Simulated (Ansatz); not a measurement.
Basis-set extrapolation for AlBFH4NOSi (PBE0-D4/def2-TZVP geometry, frozen core, the Gaussian-basis code of Ansatz). Multiplicity 1, RHF reference.

|  | def2-TZVPP | def2-QZVPP |
| --- | --- | --- |
| HF | -786.997401 | -787.026668 |
| MP2 correlation | -0.972472 | -1.051687 |
| CCSD(T) correlation | -1.036424 | not run |

Energies in hartree. Use E(X) = E(∞) + A·exp(−7.88·√X) for Hartree–Fock and E(X) = E(∞) + B·X^(−2.97) for correlation, with X = 3 and 4, and add CCSD(T) minus MP2 of the smaller set to the MP2 limit.

Task: What is the CCSD(T) energy at the basis-set limit?

Result: HF limit: -787.026668 + (-0.029267) × 0.13774 = -787.03070. MP2 limit: -1.051687 + (-0.079215) × 0.74074 = -1.11036. Higher-order term: -1.036424 − (-0.972472) = -0.06395. Total: -788.20501 hartree, 449.4 kJ/mol below CCSD(T)/def2-TZVPP.
